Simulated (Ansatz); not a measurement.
Computed with Ansatz on PBE0-D4/def2-TZVP structures; ΔE is electronic, products minus reactants. CBS: MP2 limit from def2 TZ/QZ plus the TZ coupled-cluster correction, frozen cores. Functionals use def2-TZVPP. B3LYP here is the variant with VWN-RPA as its local correlation; programs differ in this. Elements past krypton have def2 core potentials. For Sn outer-core shells are correlated without core-valence functions, which leaves a few kJ/mol of doubt a bond. Each species was taken in one conformer, which may not be the lowest.

`[SiH3]C[O][SnH3]` → `O[SiH2][CH2][SnH3]`  (isomerisation)

Task: Is it downhill or uphill in electronic energy at CCSD(T)/CBS, and by how much? (Best estimate.)

Result: Ansatz gave: Downhill: ΔE = -43.8 kcal/mol.

Task: What do these levels give: B3LYP-D4, ωB97M-V, B2PLYP, PBE, r2SCAN, PBE0, B3LYP, MP2/def2-TZVPP, SCS-MP2/def2-TZVPP, CCSD/def2-TZVPP, SCS-MP2/def2-QZVPP, MP2/CBS(def2)? (Best estimate.)

Result: Computed: B3LYP-D4 -40.3, ωB97M-V -42.9, B2PLYP -41.6, PBE -39.4, r2SCAN -42.1, PBE0 -41.9, B3LYP -39.5, MP2/def2-TZVPP -46.2, SCS-MP2/def2-TZVPP -43.6, CCSD/def2-TZVPP -43.6, SCS-MP2/def2-QZVPP -43.8, MP2/CBS(def2) -46.6 kcal/mol.

Largest T1 diagnostic among the species: 0.014.

In def2-TZVPP, CCSD(T) changes the Hartree–Fock value by −2.7 kcal/mol (the triples alone add +0.1 kcal/mol) and MP2 by −5.4 kcal/mol. From PBE to PBE0 (25 % exact exchange), in def2-TZVPP and without D4, ΔE moves by −2.5 kcal/mol. The D4 term adds −0.8 kcal/mol with B3LYP and −0.4 kcal/mol with PBE0; it sums over pairs of atoms, weighted by their polarisabilities, and B3LYP, whose exchange is more repulsive, gets the larger term.
